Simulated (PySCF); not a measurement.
Compound: CH₁₂Ge₃OSi.
Geometry (PBE0-D3(BJ)/def2-SVP, Å), atoms numbered from 1 in this order:
```
atom  x, y, z in Å
C1    -1.1741   -1.9710   -0.6340
Ge2   -1.4279   -0.0449   -0.3694
Ge3   -1.1335    0.5669    1.9619
Ge4    0.0993    1.2053   -1.7895
O5     1.7767    0.6780   -1.4498
Si6    2.6328    0.2343   -0.1074
H7    -1.3406   -2.2371   -1.6876
H8    -1.8824   -2.5348   -0.0102
H9    -0.1499   -2.2554   -0.3546
H10   -2.8642    0.3556   -0.7834
H11   -2.1874   -0.1477    2.8308
H12   -1.2993    2.0878    2.1398
H13    0.2657    0.1630    2.4606
H14    0.0368    2.7276   -1.5375
H15   -0.0964    0.9154   -3.2904
H16    2.5895    1.2979    0.9464
H17    4.0490   -0.0072   -0.5055
H18    2.0768   -1.0225    0.4914
```

Method: core-valence-separated Tamm–Dancoff BHandHLYP/aug-pcX-1 (pcseg-1 on H, def2-SVPD on Si, def2-SVPD on Ge) in PySCF, non-relativistic, gas phase, PBE0-D3(BJ)/def2-SVP geometry. No empirical shift is added; at this level the pattern usually sits a few eV under experiment.

The lowest roots of each edge with f over 0.003 (five at most, numbered afresh; weaker and dark ones are left out), with transition dipoles (au) in the frame of the coordinates:

| root | edge | E (eV) | μx | μy | μz |
| --- | --- | --- | --- | --- | --- |
| 1 | C | 284.95 | 0.0067 | -0.0461 | -0.0066 |
| 2 | C | 285.61 | 0.0001 | -0.0625 | -0.0109 |
| 3 | C | 286.14 | 0.0151 | -0.0191 | 0.0361 |
| 4 | C | 286.24 | -0.0302 | -0.0029 | 0.0508 |
| 5 | C | 286.44 | 0.0596 | 0.0014 | 0.0142 |
| 6 | O | 531.20 | 0.0298 | -0.0056 | -0.0113 |
| 7 | O | 532.83 | 0.0332 | -0.0097 | 0.0270 |
| 8 | O | 533.30 | -0.0140 | 0.0158 | 0.0114 |
| 9 | O | 533.51 | 0.0026 | 0.0114 | -0.0230 |
| 10 | O | 533.70 | 0.0156 | 0.0179 | -0.0018 |

Q: What are the oscillator strengths?

A: f = (2/3) ΔE |μ|², with ΔE in hartree (27.2114 eV):

| root | ΔE (Eh) | \|μ\|² (au) | f | core hole on |
| --- | --- | --- | --- | --- |
| 1 | 10.4717 | 0.002214 | 0.015 | C1 |
| 2 | 10.4961 | 0.004025 | 0.028 | C1 |
| 3 | 10.5154 | 0.001896 | 0.013 | C1 |
| 4 | 10.5191 | 0.003501 | 0.025 | C1 |
| 5 | 10.5263 | 0.003756 | 0.026 | C1 |
| 6 | 19.5212 | 0.001047 | 0.014 | O5 |
| 7 | 19.5810 | 0.001925 | 0.025 | O5 |
| 8 | 19.5985 | 0.000576 | 0.008 | O5 |
| 9 | 19.6060 | 0.000666 | 0.009 | O5 |
| 10 | 19.6130 | 0.000567 | 0.007 | O5 |

Q: Molecules are fixed in this frame and the field points along x. What effective strengths 3 f cos²θ do the roots have (θ between field and μ)?

A: root 1 (C1): 0.001, root 2 (C1): 0.000, root 3 (C1): 0.005, root 4 (C1): 0.019, root 5 (C1): 0.075, root 6 (O5): 0.035, root 7 (O5): 0.043, root 8 (O5): 0.008, root 9 (O5): 0.000, root 10 (O5): 0.010. Root 5 is the strongest. Averaged over all orientations cos²θ is 1/3, which gives f back.

 Relativistic effects, spin–orbit coupling among them, are left out although an element past zinc is present.

The run took 78 s wall on one thread, Arm Neoverse N1 (aarch64), shared host with 64 logical CPUs at a one-minute load of 62, and the process peaked at 1.2 GiB of memory.

One conformer stands for the species.
